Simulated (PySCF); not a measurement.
Structure with atom numbers: `[N:1]#[C:2][CH2:3][C:4]([F:5])([F:6])[F:7]`. Each H is labelled by its parent atom.

Geometry: PBE0-D3(BJ)/def2-SVP; GIAO shifts from PySCF, gas phase, non-relativistic, averaged over equivalent atoms.

At PBE0/pcSseg-0 (67 basis functions, 4.6 s wall time on 1 thread of an Arm Neoverse V2, shared host):
```csv
atoms,δ (ppm)
N1,325.9
C4,145.1
C2,128.5
C3,32.4
F5/F6/F7,-80.2
H(C3),3.26
```

References, each an isolated molecule treated in the same way: NH3 for 15N (σ = 266.02 ppm); 13C (σ = 193.52 ppm) and 1H (σ = 32.83 ppm) against TMS; 19F (σ = 178.37 ppm) against CFCl3.

**Question.** Predict the values at PBE0/6-311+G(2d,p) on the same geometry.

**Answer.** 
```json
{"atoms": "N1", "δ at PBE0/6-311+G(2d,p)": "301.6", "change": "-24.3"}
{"atoms": "C4", "δ at PBE0/6-311+G(2d,p)": "126.2", "change": "-18.9"}
{"atoms": "C2", "δ at PBE0/6-311+G(2d,p)": "115.3", "change": "-13.2"}
{"atoms": "C3", "δ at PBE0/6-311+G(2d,p)": "25.3", "change": "-7.1"}
{"atoms": "F5/F6/F7", "δ at PBE0/6-311+G(2d,p)": "-77.9", "change": "+2.3"}
{"atoms": "H(C3)", "δ at PBE0/6-311+G(2d,p)": "2.90", "change": "-0.36"}
```

δ = σ(ref) − σ, references computed at the same level: NH3 for 15N (σ = 261.88 ppm); 13C (σ = 186.44 ppm) and 1H (σ = 31.51 ppm) against TMS; CFCl3 for 19F (σ = 174.75 ppm).

The largest change is at N1 (nitrile nitrogen). Cost: 201 basis functions, 17 s wall time on 1 thread of an Arm Neoverse V2, shared host. The order of the carbon signals is the same at both levels.

Unscaled 19F shifts against computed CFCl3 carry errors that often reach 10 to 50 ppm. Experimental scales use liquid or dissolved standards, which lie at an offset from isolated NH3 (liquid NH3: subtract about 20 ppm). Unscaled 15N shifts of sp2 nitrogen come out 20 to 40 ppm too high even then.
